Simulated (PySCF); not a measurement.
imidazole (C₃H₄N₂), singlet, at a GFN2-xTB geometry, with bond 9-4 at 1.3 times its length; PySCF with TPSS/STO-3G.

Here is a job for PySCF.
```python
from pyscf import gto, scf, dft

mol = gto.Mole()
mol.atom = '''
    C    -0.87926852   -0.76339748    0.04858548
    C    -0.96202246    0.56432664   -0.25421761
    N     0.31805837    1.03809943   -0.18491635
    C     1.10334047   -0.01349464    0.15238088
    N     0.41157672   -1.10582153    0.29859860
    H    -1.66205207   -1.49245763    0.10269600
    H    -1.79241603    1.19152933   -0.50441862
    H     0.61008633    1.98662468   -0.35368542
    H     2.48302885    0.08692498    0.31716751
'''
mol.basis = 'sto-3g'
mol.verbose = 4
mol.build()

mf = dft.RKS(mol)
mf.xc = 'tpss'
mf.diis_space = 2
mf.kernel()
```

What the program printed (banner, timings and long lists left out):

```
PySCF version 2.14.0

[INPUT] verbose = 4
[INPUT] num. atoms = 9
[INPUT] num. electrons = 36
[INPUT] charge = 0
[INPUT] spin (= nelec alpha-beta = 2S) = 0
[INPUT] symmetry False subgroup None
[INPUT] Mole.unit = angstrom
[INPUT] Symbol           X                Y                Z      unit          X                Y                Z       unit  Magmom
[...]
nuclear repulsion = 163.267871549612
number of shells = 19
number of NR pGTOs = 87
number of NR cGTOs = 29
basis = sto-3g
ecp = {}

******** <class 'pyscf.dft.rks.RKS'> ********
method = RKS
initial guess = minao
damping factor = 0
level_shift factor = 0
DIIS = <class 'pyscf.scf.diis.CDIIS'>
diis_start_cycle = 1
diis_space = 2
diis_damp = 0
SCF conv_tol = 1e-09
SCF conv_tol_grad = None
SCF max_cycles = 50
direct_scf = True
direct_scf_tol = 1e-13
XC library pyscf.dft.libxc version 7.1.2
    S. Lehtola, C. Steigemann, M. J. T. Oliveira, and M. A. L. Marques,  SoftwareX 7, 1–5 (2018)
XC functionals = tpss
    J. Tao, J. P. Perdew, V. N. Staroverov, and G. E. Scuseria,  Phys. Rev. Lett. 91, 146401 (2003)
    J. P. Perdew, J. Tao, V. N. Staroverov, and G. E. Scuseria,  J. Chem. Phys. 120, 6898 (2004)
    J. Tao, J. P. Perdew, V. N. Staroverov, and G. E. Scuseria,  Phys. Rev. Lett. 91, 146401 (2003)
    J. P. Perdew, J. Tao, V. N. Staroverov, and G. E. Scuseria,  J. Chem. Phys. 120, 6898 (2004)
radial grids:
    Treutler-Ahlrichs [JCP 102, 346 (1995); DOI:10.1063/1.469408] (M4) radial grids

becke partition: Becke, JCP 88, 2547 (1988); DOI:10.1063/1.454033
pruning grids: <function nwchem_prune>
grids dens level: 3
symmetrized grids: False
atomic radii adjust function: <function treutler_atomic_radii_adjust>
small_rho_cutoff = 0
Set gradient conv threshold to 3.16228e-05
Initial guess from minao.
tot grids = 109392
init E= -224.347459800456
[...]
cycle= 1 E= -223.311379635536  delta_E= 1.04  |g|= 0.419  |ddm|= 4.39
[...]
cycle= 2 E= -223.082055070957  delta_E= 0.229  |g|= 0.979  |ddm|= 1.85
[...]
cycle= 3 E= -223.370088658275  delta_E= -0.288  |g|= 0.0964  |ddm|= 1.29
[...]
cycle= 4 E= -223.366684380482  delta_E= 0.0034  |g|= 0.143  |ddm|= 0.323
[...]
cycle= 5 E= -223.372968778324  delta_E= -0.00628  |g|= 0.0179  |ddm|= 0.198
[...]
cycle= 6 E= -223.372847525287  delta_E= 0.000121  |g|= 0.0261  |ddm|= 0.0602
[...]
cycle= 7 E= -223.373049851585  delta_E= -0.000202  |g|= 0.00945  |ddm|= 0.0424
[...]
cycle= 8 E= -223.373011803146  delta_E= 3.8e-05  |g|= 0.0144  |ddm|= 0.0312
[...]
[...]
[...]
cycle= 23 E= -223.373073970404  delta_E= -1.06e-05  |g|= 0.0042  |ddm|= 0.0119
[...]
cycle= 24 E= -223.373061419264  delta_E= 1.26e-05  |g|= 0.0074  |ddm|= 0.0147
[...]
cycle= 25 E= -223.373074806636  delta_E= -1.34e-05  |g|= 0.00372  |ddm|= 0.0128
[...]
cycle= 26 E= -223.373065281775  delta_E= 9.52e-06  |g|= 0.00672  |ddm|= 0.013
[...]
cycle= 27 E= -223.373074811114  delta_E= -9.53e-06  |g|= 0.00373  |ddm|= 0.0111
[...]
cycle= 28 E= -223.373067252493  delta_E= 7.56e-06  |g|= 0.00593  |ddm|= 0.013
[...]
cycle= 29 E= -223.373075545381  delta_E= -8.29e-06  |g|= 0.00356  |ddm|= 0.0104
[...]
cycle= 30 E= -223.373065890526  delta_E= 9.65e-06  |g|= 0.00651  |ddm|= 0.0124
[...]
cycle= 31 E= -223.373075991996  delta_E= -1.01e-05  |g|= 0.00319  |ddm|= 0.011
[...]
cycle= 32 E= -223.373069645503  delta_E= 6.35e-06  |g|= 0.00554  |ddm|= 0.0111
[...]
cycle= 33 E= -223.37307601707  delta_E= -6.37e-06  |g|= 0.00326  |ddm|= 0.00922
[...]
cycle= 34 E= -223.37306995539  delta_E= 6.06e-06  |g|= 0.00525  |ddm|= 0.0113
[...]
cycle= 35 E= -223.373076665458  delta_E= -6.71e-06  |g|= 0.00299  |ddm|= 0.00921
[...]
cycle= 36 E= -223.373069637938  delta_E= 7.03e-06  |g|= 0.0056  |ddm|= 0.0105
[...]
cycle= 37 E= -223.373076853392  delta_E= -7.22e-06  |g|= 0.00276  |ddm|= 0.00931
[...]
cycle= 38 E= -223.373072507689  delta_E= 4.35e-06  |g|= 0.0046  |ddm|= 0.00963
[...]
cycle= 39 E= -223.373076967087  delta_E= -4.46e-06  |g|= 0.00281  |ddm|= 0.00776
[...]
cycle= 40 E= -223.373072025744  delta_E= 4.94e-06  |g|= 0.00468  |ddm|= 0.00979
[...]
cycle= 41 E= -223.373077457644  delta_E= -5.43e-06  |g|= 0.00251  |ddm|= 0.00816
[...]
cycle= 42 E= -223.373072630428  delta_E= 4.83e-06  |g|= 0.0047  |ddm|= 0.00877
[...]
cycle= 43 E= -223.373077504867  delta_E= -4.87e-06  |g|= 0.0024  |ddm|= 0.00774
[...]
cycle= 44 E= -223.373074392091  delta_E= 3.11e-06  |g|= 0.00388  |ddm|= 0.00837
[...]
cycle= 45 E= -223.373077692989  delta_E= -3.3e-06  |g|= 0.0024  |ddm|= 0.00665
[...]
cycle= 46 E= -223.373073724218  delta_E= 3.97e-06  |g|= 0.00416  |ddm|= 0.00837
[...]
cycle= 47 E= -223.37307801072  delta_E= -4.29e-06  |g|= 0.00211  |ddm|= 0.00717
[...]
cycle= 48 E= -223.373074826272  delta_E= 3.18e-06  |g|= 0.00387  |ddm|= 0.00736
[...]
cycle= 49 E= -223.373078007153  delta_E= -3.18e-06  |g|= 0.00209  |ddm|= 0.00636
[...]
cycle= 50 E= -223.373075656448  delta_E= 2.35e-06  |g|= 0.00334  |ddm|= 0.00729
SCF not converged.
SCF energy = -223.373075656448
```

The run did not converge; its last values are not results.
